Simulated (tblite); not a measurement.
C₈H₁₅P.
SMILES with atom numbers: `[CH2:1]=[CH:2][C@@H:3]1[CH2:4][P:5]([CH3:6])[C@@H:7]1[CH2:8][CH3:9]` (hydrogens: H10, H11 on C1; H12 on C2; H13 on C3; H14, H15 on C4; H16, H17, H18 on C6; H19 on C7; H20, H21 on C8; H22, H23, H24 on C9)

Computed with GFN2-xTB (tblite), gas phase: L-BFGS steps from a force-field or distance-geometry start until the largest atomic force falls under 0.01 eV/Å.

Step 18: E = -741.5679 eV
```
atom  x, y, z in Å  |  force x, y, z in eV/Å
C1     -2.2806   -2.0906   -0.0751    0.040   0.022  -0.025
C2     -1.5274   -1.2992   -0.8183    0.028  -0.017  -0.007
C3     -1.0315    0.0301   -0.3529   -0.031  -0.016  -0.014
C4     -0.6353    1.0358   -1.4435    0.002   0.006   0.003
P5      0.8176    1.6733   -0.4358   -0.032  -0.025  -0.047
C6     -0.1220    2.8213    0.6767    0.015   0.002   0.004
C7      0.3295    0.0468    0.3990   -0.049   0.007  -0.037
C8      1.2697   -1.0955    0.0426   -0.023   0.036  -0.008
C9      2.6214   -0.9197    0.7201   -0.006  -0.022  -0.008
H10    -2.5628   -1.8037    0.9262   -0.070  -0.056  -0.040
H11    -2.6322   -3.0462   -0.4268    0.024   0.007   0.048
H12    -1.2306   -1.5990   -1.8152    0.002  -0.015   0.013
H13    -1.7996    0.4565    0.2987    0.027   0.016  -0.002
H14    -1.3998    1.7609   -1.7224    0.041   0.012   0.002
H15    -0.2706    0.5433   -2.3477   -0.039   0.000   0.042
H16     0.4793    3.0231    1.5591    0.058   0.016   0.056
H17    -0.2911    3.7618    0.1570    0.016   0.022  -0.040
H18    -1.0750    2.3979    0.9788   -0.052   0.026   0.030
H19     0.2273    0.1121    1.4864    0.006  -0.017  -0.001
H20     0.8148   -2.0438    0.3462    0.029   0.027   0.011
H21     1.4114   -1.1244   -1.0407   -0.001  -0.021   0.008
H22     3.1062   -0.0127    0.3625   -0.028   0.018   0.003
H23     2.5022   -0.8424    1.7982   -0.007  -0.007   0.029
H24     3.2675   -1.7659    0.5060    0.050  -0.023  -0.018
```

Step 19: E = -741.5692 eV
```
atom  x, y, z in Å  |  force x, y, z in eV/Å
C1     -2.2801   -2.0909   -0.0766    0.024  -0.012  -0.001
C2     -1.5245   -1.3006   -0.8176    0.019   0.014  -0.007
C3     -1.0333    0.0299   -0.3509   -0.015   0.008  -0.034
C4     -0.6362    1.0360   -1.4415    0.005   0.009   0.005
P5      0.8192    1.6722   -0.4364   -0.064  -0.039  -0.025
C6     -0.1196    2.8213    0.6764    0.015   0.004   0.011
C7      0.3281    0.0464    0.4003   -0.045   0.018  -0.016
C8      1.2685   -1.0960    0.0425   -0.036   0.042  -0.005
C9      2.6203   -0.9185    0.7203   -0.019  -0.022  -0.016
H10    -2.5673   -1.8067    0.9238   -0.064  -0.031  -0.031
H11    -2.6289   -3.0478   -0.4257    0.021  -0.012   0.025
H12    -1.2246   -1.6007   -1.8132    0.007  -0.017   0.009
H13    -1.8042    0.4567    0.2974    0.039   0.003   0.008
H14    -1.3977    1.7642   -1.7217    0.039  -0.002   0.010
H15    -0.2729    0.5419   -2.3448   -0.034  -0.004   0.020
H16     0.4844    3.0224    1.5586    0.026   0.015   0.029
H17    -0.2877    3.7615    0.1545    0.020   0.010  -0.022
H18    -1.0746    2.3993    0.9785   -0.012   0.039   0.025
H19     0.2275    0.1139    1.4884    0.006  -0.024  -0.025
H20     0.8156   -2.0463    0.3440    0.028   0.042   0.014
H21     1.4079   -1.1218   -1.0414    0.012  -0.025   0.018
H22     3.1017   -0.0092    0.3617   -0.029  -0.006   0.025
H23     2.4995   -0.8433    1.7995    0.010  -0.009  -0.014
H24     3.2672   -1.7640    0.5028    0.046  -0.003  -0.003
```

Step 20: E = -741.5702 eV
```
atom  x, y, z in Å  |  force x, y, z in eV/Å
C1     -2.2791   -2.0914   -0.0778    0.006  -0.038   0.017
C2     -1.5219   -1.3017   -0.8171    0.002   0.029  -0.007
C3     -1.0352    0.0300   -0.3500   -0.001   0.023  -0.036
C4     -0.6369    1.0362   -1.4399   -0.002   0.006   0.001
P5      0.8195    1.6706   -0.4374   -0.064  -0.029   0.006
C6     -0.1174    2.8215    0.6765    0.012   0.009   0.016
C7      0.3261    0.0463    0.4010   -0.024   0.018   0.002
C8      1.2669   -1.0956    0.0424   -0.028   0.030  -0.003
C9      2.6191   -0.9180    0.7202   -0.021  -0.014  -0.017
H10    -2.5722   -1.8098    0.9212   -0.055  -0.005  -0.019
H11    -2.6257   -3.0493   -0.4243    0.022  -0.030   0.000
H12    -1.2196   -1.6024   -1.8114    0.014  -0.018   0.002
H13    -1.8071    0.4569    0.2965    0.036  -0.004   0.018
H14    -1.3953    1.7669   -1.7209    0.022  -0.001   0.012
H15    -0.2754    0.5407   -2.3420   -0.023  -0.012  -0.008
H16     0.4889    3.0221    1.5586   -0.004   0.011  -0.004
H17    -0.2844    3.7614    0.1521    0.026  -0.005  -0.001
H18    -1.0744    2.4012    0.9788    0.025   0.051   0.020
H19     0.2278    0.1148    1.4896    0.000  -0.026  -0.037
H20     0.8167   -2.0474    0.3425    0.016   0.044   0.019
H21     1.4052   -1.1202   -1.0417    0.018  -0.024   0.018
H22     3.0974   -0.0065    0.3616   -0.026  -0.020   0.038
H23     2.4975   -0.8441    1.8003    0.020  -0.013  -0.045
H24     3.2678   -1.7624    0.5002    0.029   0.019   0.007
```

**Question.** Estimate the geometry and energy of step 21. (The exact step hangs on the optimiser's Hessian estimate; all steps are aligned on step 20, rigid shifts and turns removed.)

**Answer.** E = -741.5711 eV, largest force 0.076 eV/Å
```
atom  x, y, z in Å  |  force x, y, z in eV/Å
C1     -2.2778   -2.0923   -0.0788   -0.009  -0.049   0.025
C2     -1.5196   -1.3023   -0.8165   -0.020   0.025  -0.004
C3     -1.0370    0.0303   -0.3496    0.005   0.023  -0.023
C4     -0.6375    1.0365   -1.4385   -0.012  -0.001  -0.008
P5      0.8188    1.6686   -0.4381   -0.037  -0.003   0.031
C6     -0.1149    2.8218    0.6767    0.007   0.013   0.014
C7      0.3237    0.0466    0.4016    0.003   0.008   0.010
C8      1.2648   -1.0945    0.0423   -0.007   0.007  -0.003
C9      2.6174   -0.9177    0.7196   -0.014  -0.002  -0.012
H10    -2.5778   -1.8126    0.9183   -0.044   0.017  -0.009
H11    -2.6223   -3.0514   -0.4232    0.026  -0.043  -0.021
H12    -1.2144   -1.6044   -1.8094    0.019  -0.018   0.000
H13    -1.8091    0.4569    0.2962    0.023  -0.005   0.027
H14    -1.3927    1.7692   -1.7198   -0.002   0.008   0.007
H15    -0.2782    0.5393   -2.3396   -0.011  -0.017  -0.035
H16     0.4932    3.0221    1.5586   -0.023   0.008  -0.029
H17    -0.2808    3.7611    0.1498    0.030  -0.013   0.015
H18    -1.0735    2.4037    0.9793    0.046   0.057   0.019
H19     0.2278    0.1151    1.4903   -0.010  -0.024  -0.034
H20     0.8177   -2.0476    0.3414   -0.005   0.034   0.025
H21     1.4030   -1.1189   -1.0417    0.020  -0.020   0.008
H22     3.0928   -0.0042    0.3622   -0.016  -0.021   0.040
H23     2.4959   -0.8451    1.8001    0.023  -0.019  -0.054
H24     3.2688   -1.7604    0.4978    0.007   0.035   0.010
```

The energy changes by -0.0009 eV. The first-order estimate −F·Δx gives -0.0013 eV and the mean of the old and new forces, exact on a quadratic surface, -0.0009 eV. The step makes an angle of 67° with the force vector and moves no atom by more than 0.007 Å.
